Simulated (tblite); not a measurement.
C5H15OPSi.
Geometry (GFN2-xTB, Å), atoms numbered from 1 in this order:
```xyz
23
C5H15OPSi angstrom
C     -0.9840    1.0493   -0.8207
C     -0.8446   -0.0477    0.2328
C     -1.9947    0.0596    1.2408
C     -0.9258   -1.4167   -0.4594
O     -0.5817   -2.4363    0.4541
C      0.4822    0.0856    0.9900
Si     2.1011   -0.0703   -0.0037
P      2.5260    1.8651   -1.0675
H     -0.9328    2.0293   -0.3514
H     -1.9380    0.9650   -1.3379
H     -0.1862    0.9846   -1.5588
H     -2.9562    0.0206    0.7324
H     -1.9354    0.9966    1.7899
H     -1.9444   -0.7644    1.9480
H     -1.9492   -1.5682   -0.8338
H     -0.2441   -1.4314   -1.3209
H     -0.6479   -3.2862    0.0089
H      0.4956   -0.6851    1.7607
H      0.4807    1.0499    1.5056
H      2.1065   -1.1022   -1.0484
H      3.1748   -0.4092    0.9449
H      3.8530    1.5673   -1.3107
H      2.8405    2.5718    0.0793
```

All values are computed: GFN2-xTB (tblite) harmonic vibrations without scaling, gas phase. Errors from tens to a few hundred cm⁻¹ against measured bands are possible. Modes of hydrogen on phosphorus and silicon can be 10 to 20 % off. One conformer, not necessarily the lowest. The optimisation stopped once no atom felt more than 0.01 eV/Å.

Lowest wavenumbers of the output (negative numbers stand for imaginary wavenumbers):
```
mode    cm-1
  1     -27.6
  2      32.9
  3      85.9
  4      95.9
  5     154.1
  6     189.8
  7     212.1
  8     239.5
  9     257.3
 10     277.2
 11     326.8
 12     330.0
 13     382.8
 14     396.3
 15     461.2
```

Problem. Is this structure a minimum?

Solution. Not by this Hessian. 1 mode is imaginary beyond 20i (28i cm⁻¹), so at this level the point lies at or near a first-order saddle. The curvature is small, so loose convergence or finite differences may be the whole cause.

Problem. Which atoms move in the imaginary mode?

Solution. 28i: P8 (three-coordinate phosphorus) 28 %, O5 (alcohol oxygen) 19 %, Si7 (SiH2 silicon) 13 %. These are shares of the mass-weighted motion.

Problem. What is the remedy?

Solution. Step along that mode in both directions, optimise again with tighter thresholds and repeat the frequencies. The zero-point energy of this point (116.6 kcal/mol) counts the 62 real modes alone, and thermal corrections from it aren't those of a minimum.
